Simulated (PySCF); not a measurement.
Al(OH)2 (AlH2O2), SMILES [OH][Al][OH], multiplicity 2. Atoms are numbered in the order given.

```xyz
5

Al     0.0000     0.0000     0.5124
O      0.0000    -1.5347    -0.2629
H      0.0000    -1.6365    -1.2269
O      0.0000     1.5347    -0.2629
H      0.0000     1.6365    -1.2269
```
Charge 0, spin multiplicity 2.

Geometry: PBE-D3(BJ)/def2-TZVP. The multiplicity is an assumed one; other spin states were not compared. The isomer is the one that the SMILES or the coordinates give; other isomers of the formula were not compared. Other conformers were not sampled.

These are PySCF with PBE0/pcH-1 values and carry that method's errors.

Unrestricted Kohn–Sham, ⟨S²⟩ = 0.751. Hyperfine tensors hold the contact and dipolar terms, without spin-orbit corrections.

Computed hyperfine couplings:
```json
[
 {"nucleus": "27Al no. 1", "A(iso) (MHz)": "1450.1", "A(iso) (G)": "517.4", "dipolar principal values (MHz)": "-44.5, -38.3, 82.8"},
 {"nucleus": "17O no. 2", "A(iso) (MHz)": "-107.9", "A(iso) (G)": "-38.5", "dipolar principal values (MHz)": "-14.2, 4.9, 9.3"},
 {"nucleus": "1H no. 3", "A(iso) (MHz)": "29.1", "A(iso) (G)": "10.4", "dipolar principal values (MHz)": "-3.5, -1.8, 5.3"},
 {"nucleus": "17O no. 4", "A(iso) (MHz)": "-107.9", "A(iso) (G)": "-38.5", "dipolar principal values (MHz)": "-14.2, 4.9, 9.3"},
 {"nucleus": "1H no. 5", "A(iso) (MHz)": "29.1", "A(iso) (G)": "10.4", "dipolar principal values (MHz)": "-3.5, -1.8, 5.3"}
]
```

Task: And the g tensor (effective nuclear charges for spin-orbit coupling, GIAO)? (An estimate is asked for; the answer gives what the named calculation found.)

Result: principal values 1.9991, 2.0011, 2.0015; isotropic 2.0006.
